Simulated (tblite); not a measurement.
Species: C5H10BFSi.
SMILES with atom numbers: `[F:1]/[CH:2]=[C:3]1\[CH2:4][CH2:5][BH:6][SiH2:7][CH2:8]1` (hydrogens: H9 on C2; H10, H11 on C4; H12, H13 on C5; H14 on B6; H15, H16 on Si7; H17, H18 on C8)

Computed with GFN2-xTB (tblite), gas phase: L-BFGS steps from a force-field or distance-geometry start until the largest atomic force falls under 0.01 eV/Å.

Step 34: E = -638.1787 eV
```
atom  x, y, z in Å  |  force x, y, z in eV/Å
F1     -1.5318    2.5565   -0.9254    0.026  -0.012  -0.034
C2     -0.2686    2.1117   -0.7127    0.027   0.003   0.013
C3      0.0018    1.0959    0.0936   -0.033  -0.032  -0.024
C4     -1.0873    0.3448    0.8017   -0.050  -0.018   0.017
C5     -1.3917   -1.0293    0.1575    0.022   0.012   0.035
B6     -0.1712   -2.0168    0.0682   -0.026  -0.011  -0.071
Si7     1.5205   -1.1694   -0.4394   -0.021  -0.044   0.003
C8      1.3933    0.6110    0.2850   -0.004  -0.032  -0.009
H9      0.4601    2.6861   -1.2619   -0.008   0.045  -0.027
H10    -2.0000    0.9419    0.7959   -0.029   0.040   0.009
H11    -0.7943    0.1914    1.8434   -0.005  -0.039   0.019
H12    -1.6880   -0.8367   -0.8840   -0.016  -0.013   0.052
H13    -2.2794   -1.4417    0.6456    0.039   0.004   0.009
H14    -0.3482   -3.1673    0.2205    0.002   0.041  -0.013
H15     1.6440   -1.0234   -1.9048    0.045   0.032   0.015
H16     2.8117   -1.7066    0.0220    0.014  -0.001   0.007
H17     1.6129    0.5642    1.3523    0.011   0.025   0.012
H18     2.1075    1.2940   -0.1693    0.005  -0.001  -0.014
```

Step 35: E = -638.1798 eV
```
atom  x, y, z in Å  |  force x, y, z in eV/Å
F1     -1.5302    2.5552   -0.9297    0.015  -0.010  -0.033
C2     -0.2678    2.1108   -0.7138    0.032  -0.012   0.021
C3      0.0021    1.0963    0.0943   -0.046  -0.024  -0.024
C4     -1.0885    0.3471    0.8027   -0.053  -0.055   0.013
C5     -1.3915   -1.0305    0.1630    0.015   0.031   0.031
B6     -0.1699   -2.0164    0.0645   -0.078  -0.006  -0.054
Si7     1.5219   -1.1691   -0.4380   -0.038  -0.004   0.028
C8      1.3943    0.6130    0.2868   -0.003  -0.052  -0.019
H9      0.4616    2.6835   -1.2630    0.004   0.056  -0.036
H10    -2.0026    0.9435    0.7953    0.002   0.028   0.010
H11    -0.7948    0.1936    1.8443   -0.014  -0.025   0.019
H12    -1.6918   -0.8439   -0.8787   -0.011   0.000   0.049
H13    -2.2796   -1.4422    0.6530    0.075   0.003   0.009
H14    -0.3521   -3.1676    0.2019    0.011   0.028  -0.012
H15     1.6461   -1.0237   -1.9017    0.048   0.036  -0.014
H16     2.8107   -1.7072    0.0236    0.039  -0.010   0.017
H17     1.6162    0.5677    1.3539    0.001   0.025   0.002
H18     2.1072    1.2963   -0.1700    0.000  -0.008  -0.008
```

Step 36: E = -638.1812 eV
```
atom  x, y, z in Å  |  force x, y, z in eV/Å
F1     -1.5279    2.5531   -0.9363    0.002  -0.010  -0.028
C2     -0.2661    2.1097   -0.7154    0.030  -0.024   0.020
C3      0.0019    1.0962    0.0949   -0.041  -0.010  -0.020
C4     -1.0908    0.3499    0.8044   -0.034  -0.071   0.007
C5     -1.3904   -1.0315    0.1718   -0.004   0.041   0.015
B6     -0.1694   -2.0163    0.0588   -0.118  -0.016  -0.029
Si7     1.5234   -1.1693   -0.4348   -0.038   0.036   0.045
C8      1.3953    0.6147    0.2891   -0.005  -0.059  -0.025
H9      0.4629    2.6815   -1.2659    0.014   0.052  -0.033
H10    -2.0060    0.9464    0.7943    0.038   0.007   0.014
H11    -0.7957    0.1973    1.8462   -0.028  -0.004   0.016
H12    -1.6961   -0.8540   -0.8700   -0.008   0.019   0.033
H13    -2.2781   -1.4426    0.6638    0.095  -0.008   0.022
H14    -0.3585   -3.1689    0.1731    0.018   0.027  -0.012
H15     1.6486   -1.0239   -1.8974    0.051   0.040  -0.035
H16     2.8113   -1.7071    0.0261    0.053  -0.018   0.027
H17     1.6200    0.5730    1.3564   -0.013   0.021  -0.016
H18     2.1068    1.2983   -0.1706   -0.012  -0.022  -0.001
```

Step 37: E = -638.1827 eV
```
atom  x, y, z in Å  |  force x, y, z in eV/Å
F1     -1.5245    2.5506   -0.9446   -0.008  -0.011  -0.018
C2     -0.2636    2.1082   -0.7164    0.017  -0.024   0.005
C3      0.0008    1.0951    0.0959   -0.017   0.005  -0.014
C4     -1.0943    0.3513    0.8064    0.007  -0.053  -0.001
C5     -1.3906   -1.0323    0.1801   -0.023   0.037  -0.007
B6     -0.1709   -2.0150    0.0516   -0.106   0.029  -0.009
Si7     1.5243   -1.1690   -0.4325   -0.025   0.057   0.046
C8      1.3962    0.6158    0.2911   -0.012  -0.048  -0.023
H9      0.4652    2.6798   -1.2682    0.018   0.033  -0.016
H10    -2.0096    0.9493    0.7946    0.066  -0.015   0.015
H11    -0.7975    0.1986    1.8478   -0.039   0.017   0.018
H12    -1.7036   -0.8646   -0.8607   -0.009   0.046   0.001
H13    -2.2755   -1.4438    0.6751    0.087  -0.027   0.048
H14    -0.3631   -3.1660    0.1475    0.008  -0.041  -0.010
H15     1.6560   -1.0214   -1.8941    0.047   0.039  -0.040
H16     2.8108   -1.7097    0.0293    0.048  -0.017   0.031
H17     1.6257    0.5792    1.3581   -0.033   0.012  -0.033
H18     2.1055    1.3002   -0.1726   -0.028  -0.039   0.005
```

Task: Estimate the geometry and energy of step 38. (The exact step hangs on the optimiser's Hessian estimate; all steps are aligned on step 37, rigid shifts and turns removed.)

Result: E = -638.1838 eV, largest force 0.106 eV/Å
```
atom  x, y, z in Å  |  force x, y, z in eV/Å
F1     -1.5215    2.5473   -0.9550   -0.011  -0.016  -0.006
C2     -0.2608    2.1065   -0.7195    0.000  -0.015  -0.018
C3     -0.0001    1.0950    0.0960    0.016   0.017  -0.007
C4     -1.0967    0.3543    0.8093    0.053  -0.017   0.000
C5     -1.3881   -1.0325    0.1942   -0.042   0.008  -0.040
B6     -0.1739   -2.0156    0.0445   -0.079  -0.070   0.005
Si7     1.5254   -1.1683   -0.4245    0.006   0.034   0.016
C8      1.3966    0.6168    0.2945   -0.023  -0.016  -0.013
H9      0.4664    2.6785   -1.2748    0.017   0.001   0.012
H10    -2.0118    0.9535    0.7928    0.076  -0.033   0.017
H11    -0.7996    0.2074    1.8518   -0.045   0.031   0.013
H12    -1.7075   -0.8784   -0.8468   -0.018   0.070  -0.023
H13    -2.2691   -1.4444    0.6932    0.057  -0.047   0.076
H14    -0.3747   -3.1726    0.0975    0.021   0.067  -0.009
H15     1.6575   -1.0224   -1.8884    0.045   0.038  -0.014
H16     2.8159   -1.7073    0.0340    0.012  -0.009   0.029
H17     1.6283    0.5875    1.3616   -0.049   0.002  -0.042
H18     2.1051    1.3010   -0.1719   -0.036  -0.047   0.002
```

The energy changes by -0.0011 eV. The first-order estimate −F·Δx gives -0.0023 eV and the mean of the old and new forces, exact on a quadratic surface, -0.0011 eV. The step makes an angle of 82° with the force vector and moves no atom by more than 0.052 Å.

The cost below is that of the whole relaxation. The run took 1.4 s of wall time on one thread, Intel Xeon Platinum 8259CL at 2.50 GHz (x86_64), shared host with 96 logical CPUs at a one-minute load of 20.
